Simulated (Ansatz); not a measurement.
H8OSSi3 can be A, `O[SiH]([SiH3])[SiH2]S`, or B, `O[SiH2]S[SiH2][SiH3]`.

Computed with Ansatz on PBE0-D4/def2-TZVP structures; ΔE is electronic, products minus reactants. CCSD(T)/CBS adds triple-zeta CCSD(T) − MP2 to the extrapolated MP2 energy (def2 sets, frozen cores). DFT in def2-TZVPP. B3LYP here is the variant with VWN-RPA as its local correlation; programs differ in this. One conformer a species, not always the lowest.

A:

```xyz
13

O     1.5429    1.1550   -0.3701
Si   -0.0313    0.6454   -0.2996
Si   -1.0328    1.5360    1.6156
Si    0.0401   -1.6984   -0.3485
S     1.6331   -2.1662   -1.7308
H     2.1343    0.5621   -0.8457
H    -0.7996    1.0762   -1.5092
H    -2.4496    1.0786    1.6541
H    -1.0097    3.0228    1.6064
H    -0.3396    1.0445    2.8358
H    -1.2316   -2.3610   -0.7447
H     0.5165   -2.2871    0.9300
H     1.0273   -1.6080   -2.7934
```

B:

```xyz
13

O     0.344    2.372   -2.085
Si   -0.245    1.993   -0.602
S    -1.687    0.418   -0.640
Si   -0.298   -1.209   -0.470
Si    0.227   -1.621    1.772
H     0.765    1.677   -2.593
H    -0.931    3.210   -0.123
H     0.850    1.576    0.314
H     0.931   -0.898   -1.257
H    -0.949   -2.393   -1.089
H    -1.017   -1.994    2.496
H     1.209   -2.733    1.888
H     0.802   -0.398    2.390
```

**Question.** Which isomer does CCSD(T)/CBS put lower? Give the gap. (Best estimate.)

**Answer.** The calculation gave: B, by 80.0 kJ/mol.

**Question.** Give E(B) − E(A) in kJ/mol with B3LYP, PBE0-D4, CCSD/def2-TZVPP, PBE-D4, ωB97M-V, B3LYP-D4, MP2/def2-TZVPP. (An estimate is asked.)

**Answer.** Computed: B3LYP -71.5, PBE0-D4 -71.0, CCSD/def2-TZVPP -78.0, PBE-D4 -65.1, ωB97M-V -81.7, B3LYP-D4 -73.9, MP2/def2-TZVPP -88.1. None reverses the order clearly.

Largest T1 diagnostic: 0.013.

From PBE to PBE0 (25 % exact exchange), in def2-TZVPP and without D4, E(B) − E(A) moves by −6.2 kJ/mol.
